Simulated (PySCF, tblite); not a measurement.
Isomers of C6H10ClFO2, one GFN2-xTB conformer each. Single-point energies are computed at PBE0/pcSseg-1 (PySCF, gas phase, no added dispersion term), electronic only.

```tsv
SMILES	GFN2-xTB relative energy (kcal/mol)
CO[C@@H](C)[C@@](C)(F)C(=O)Cl	0.5
CC[C@](CF)(OC)C(=O)Cl	2.6
CO[C@@](C)(C(=O)Cl)[C@H](C)F	0.0
```

Conformers: `[CH3:1][O:2][C@@H:3]([CH3:4])[C@@:5]([CH3:6])([F:7])[C:8](=[O:9])[Cl:10]` with C1–O2–C3–C4 158°, O2–C3–C5–C6 -45°, C3–C5–C8–O9 103°; `[CH3:1][CH2:2][C@:3]([CH2:4][F:5])([O:6][CH3:7])[C:8](=[O:9])[Cl:10]` with C1–C2–C3–C4 -64°, C2–C3–C4–F5 -39°, C2–C3–O6–C7 57°, C2–C3–C8–O9 -105°; `[CH3:1][O:2][C@@:3]([CH3:4])([C:5](=[O:6])[Cl:7])[C@H:8]([CH3:9])[F:10]` with C1–O2–C3–C4 -179°, O2–C3–C5–O6 155°, O2–C3–C8–C9 53°.

**Question.** What does PBE0/pcSseg-1 give for the same structures?

**Answer.** 
```csv
SMILES,PBE0/pcSseg-1 E (Eh),PBE0/pcSseg-1 (kcal/mol),GFN2-xTB (kcal/mol),point group
CO[C@@H](C)[C@@](C)(F)C(=O)Cl,-944.38541,0.0,0.5,C1
CO[C@@](C)(C(=O)Cl)[C@H](C)F,-944.38490,0.3,0.0,C1
CC[C@](CF)(OC)C(=O)Cl,-944.37522,6.4,2.6,C1
```

GFN2-xTB puts CO[C@@](C)(C(=O)Cl)[C@H](C)F lowest instead; measured from each level's own lowest isomer, the values differ by up to 3.8 kcal/mol (CC[C@](CF)(OC)C(=O)Cl: 2.6 against 6.4). Neighbours under 2.5 kcal/mol apart (CO[C@@H](C)[C@@](C)(F)C(=O)Cl and CO[C@@](C)(C(=O)Cl)[C@H](C)F) can change places with a better method, another conformer or zero-point energy.

**Question.** Which frontier levels, dipoles and rotational constants go with these structures?

**Answer.** 
| SMILES | HOMO (eV, PBE0/pcSseg-1) | LUMO (eV) | dipole (D) | A, B, C (MHz) |
| --- | --- | --- | --- | --- |
| CO[C@@H](C)[C@@](C)(F)C(=O)Cl | -7.81 | -1.50 | 2.21 | 1657, 815.2, 772.8 |
| CO[C@@](C)(C(=O)Cl)[C@H](C)F | -7.87 | -1.22 | 3.04 | 1653, 883.0, 834.1 |
| CC[C@](CF)(OC)C(=O)Cl | -7.86 | -1.29 | 2.42 | 1447, 911.6, 773.3 |

**Question.** What happens when harmonic zero-point energies from GFN2-xTB frequencies are added?

**Answer.** 
| SMILES | ZPE (kcal/mol) | electronic (kcal/mol) | with ZPE (kcal/mol) |
| --- | --- | --- | --- |
| CO[C@@H](C)[C@@](C)(F)C(=O)Cl | 95.7 | 0.0 | 0.0 |
| CO[C@@](C)(C(=O)Cl)[C@H](C)F | 95.9 | 0.3 | 0.5 |
| CC[C@](CF)(OC)C(=O)Cl | 96.4 | 6.4 | 7.1 |

The zero-point energies span 0.7 kcal/mol. The order is unchanged.

**Question.** As an exercise, what shares would exp(−E/RT) give at 1000 K from these electronic energies alone (no entropy, no degeneracies)?

**Answer.** RT = 1.987 kcal/mol: CO[C@@H](C)[C@@](C)(F)C(=O)Cl 52.9 %, CO[C@@](C)(C(=O)Cl)[C@H](C)F 45.0 %, CC[C@](CF)(OC)C(=O)Cl 2.1 %.
